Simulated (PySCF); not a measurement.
PySCF job for Ge(OH)(SiH3) (GeH₄OSi), SMILES [SiH3][Ge][OH] (connectivity only; charge and spin as stated), neutral, multiplicity 1, PBE0/pcSseg-1. Geometry: B3LYP-D3(BJ)/def2-SVP. Other conformers were not sampled.

```python
import numpy as np
from pyscf import gto, scf, dft
from pyscf.prop.nmr import rks as nmr

mol = gto.M(
    atom='''
    Ge   -0.05346326   -0.57032740    0.57247327
    O     1.39178285   -1.01611482   -0.40331794
    H     1.62870681   -0.41503574   -1.12468039
    Si   -0.62756338    1.49951143   -0.76611190
    H    -0.96255426    2.69414793    0.07290141
    H    -1.81436240    1.22907064   -1.64308893
    H     0.51065881    1.87805229   -1.67216650
    ''',
    basis='pcSseg-1',
    charge=0,
    spin=0,
    max_memory=1600,
    verbose=3,
)
mf = dft.RKS(mol, xc='pbe0')
mf.grids.level = 3
mf.conv_tol = 1e-10
mf.max_cycle = 100
mf.kernel()
n = nmr.NMR(mf)
n.verbose = 2
n.max_cycle_cphf = 60
sigma = n.kernel()
print('atom   isotropic/ppm   span/ppm')
for i, s in enumerate(sigma):
    w = np.linalg.eigvalsh((s + s.T) / 2)
    print(f'{mol.atom_symbol(i):2s}{i + 1:3d} {w.mean():14.3f} {w[2] - w[0]:11.3f}')
```

It prints:

```
converged SCF energy = -2443.41207972054
atom   isotropic/ppm   span/ppm
Ge  1         50.698    3107.257
O   2        -30.048     678.592
H   3         21.729       8.687
Si  4        438.220      84.709
H   5         27.488       7.241
H   6         27.763       6.749
H   7         28.180       6.823
```

The calculation finished and met its thresholds.

Cost: about 8 core-seconds (a rough figure).
